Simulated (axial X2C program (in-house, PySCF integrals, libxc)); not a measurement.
Potential curves of TaN, with spin–orbit coupling

Calculated with an in-house all-electron X2C program for linear molecules (integrals from PySCF). Two-component (2c) means X2C with spin–orbit coupling and atomic mean-field two-electron Coulomb and Gaunt terms. Basis: Ta dyall-cv3z [13s14p9d7f4g], N dyall-av3z [7s7p3d2f] (cores contracted in-house); Gaussian nuclei, density fitting, unrestricted open shells. Masses: Ta 180.948 u, N 14.003 u.

State: Ω = 0 (closed shell). Energies in kJ/mol from the lowest point of each curve. Fits are polynomials in 1 − R0/R over 0.85 to 1.23 times the lowest point R0.

| R (Å) | B3LYP | PBE0 |
| --- | --- | --- |
| 1.4468 | 217.48 | 199.68 |
| 1.5133 | 96.46 | 84.42 |
| 1.5632 | 41.65 | 33.75 |
| 1.6131 | 11.11 | 7.22 |
| 1.6630 | 0.00 | 0.00 |
| 1.7212 | 6.25 | 10.63 |
| 1.7794 | 28.21 | 36.83 |
| 1.8542 | 72.85 | 86.71 |
| 1.9457 | 143.44 | 163.44 |
| 2.0787 | 260.67 | 289.08 |

Occupations by symmetry block were frozen at the best pattern of an incomplete PBE0 search. The closed shell is kept restricted, so the energy runs too high when the bond is stretched far. PBE0 can misorder states that lie within some tenths of an eV, so this need not be the ground state of the molecule. The nearest other 2c determinant of the search, Ω = 1, lies 0.04 eV up at the distance of the search.

(1) What are Re and ωe at the B3LYP level?

(2) What are Re and ωe at the PBE0 level?

Answers

(1) At B3LYP, 2c: Re = 1.672 Å, ωe ≈ 1130 cm⁻¹; Be follows as 0.464 cm⁻¹.

(2) At PBE0, 2c: Re = 1.660 Å, ωe ≈ 1160 cm⁻¹; Be follows as 0.471 cm⁻¹.
